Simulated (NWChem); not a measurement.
Species: 1,1-difluoroethane (C2H4F2); SMILES CC(F)F

```xyz
8

C     -0.1131     1.3665     0.0000
C      0.3508    -0.0603     0.0000
F     -0.1228    -0.7055    -1.0922
F     -0.1228    -0.7055     1.0922
H     -1.2122     1.3880     0.0000
H      0.2563     1.8863    -0.8945
H      0.2563     1.8863     0.8945
H      1.4515    -0.1625     0.0000
```
Atoms are numbered in this order, from 1.

Program: NWChem. Pople sets run with spherical d functions. The geometry was optimised at PBE0/def2-SVP. B3LYP is NWChem's, with the RPA form of VWN correlation. Atomic charges in e: unrestrained fits to the electrostatic potential beside Mulliken populations; buried atoms are poorly determined by the fit.

For level B3LYP/def2-SVP:

```yaml
Mulliken C1: -0.03
Mulliken C2: 0.38
Mulliken F3: -0.23
Mulliken F4: -0.23
```

Problem. Estimate the same quantities for level Hartree-Fock/6-31G*.

Solution. The Mulliken C1 comes out as -0.58 and the Mulliken C2 is 0.74. The Mulliken F3 comes out as -0.44 and the Mulliken F4 comes out as -0.44.
